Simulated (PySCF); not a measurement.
(HGe)4NH6 adamantane, Ge4H10N6.
Bonds: Ge1–N3, Ge1–N9, Ge1–N13, N3–Ge4, Ge4–N6, Ge4–N14, N6–Ge7, Ge7–N9, Ge7–N10, N10–Ge11, Ge11–N13, Ge11–N14. Hydrogens: H2 on Ge1; H15 on N3; H5 on Ge4; H16 on N6; H8 on Ge7; H17 on N9; H18 on N10; H12 on Ge11; H19 on N13; H20 on N14.

The calculation used PBE0-D3(BJ)/def2-SVP geometry optimisation, gas phase (PySCF).

(1) What internal coordinates does the optimisation give?

Answers

(1) 
```csv
bond,length (Å)
Ge1–H2 and 3 like bonds,1.536
"Ge1–N3, Ge7–N9",1.861
Ge1–N9 and 5 like bonds,1.844
Ge1–N13 and 3 like bonds,1.849
N3–H15 and 5 like bonds,1.020
```

Bonds in one row agree within 0.01 Å and their mean is given. A selection of angles:
```csv
angle,degrees
N3–Ge1–N9,106.8
N3–Ge1–N13,109.2
N9–Ge1–N13,105.3
Ge1–N3–Ge4,114.0
Ge7–N10–Ge11,114.9
H15–N3–Ge1,113.5
H15–N3–Ge4,112.9
H16–N6–Ge4,113.5
H16–N6–Ge7,112.2
```

Torsions: N9–Ge1–N3–Ge4 -59° (synclinal); N3–Ge1–N9–Ge7 56° (synclinal); N3–Ge1–N13–Ge11 -55° (synclinal); Ge1–N3–Ge4–N6 59° (synclinal); N3–Ge4–N6–Ge7 -55° (synclinal); N3–Ge4–N14–Ge11 56° (synclinal); Ge4–N6–Ge7–N9 53° (synclinal); N6–Ge7–N9–Ge1 -54° (synclinal); N6–Ge7–N10–Ge11 58° (synclinal); Ge7–N10–Ge11–N13 58° (synclinal); N10–Ge11–N13–Ge1 -59° (synclinal); N10–Ge11–N14–Ge4 57° (synclinal).

Ge1 (germanium bonded to 3 N and H) is distorted tetrahedral (angles from 105.3° to 113.5°). N3 (nitrogen bonded to 2 Ge and H) is pyramidal (angles 114.0°, 113.5° and 112.9°, sum 340.4°, 0.38 Å off the plane of its three neighbours). The 12 Ge–N bonds span 1.839 Å (Ge7–N10) to 1.862 Å (Ge1–N3), a spread of 0.023 Å.

Not checked by PBE0-D3(BJ)/def2-SVP frequencies. The numbers are those of one conformer.

On AMD EPYC 9R45, 2 threads, shared host with 96 logical CPUs at a one-minute load of 12, this took 3.2 min wall, 7.7 min CPU and 2.6 GiB of memory at its peak. This is the geometry optimisation.
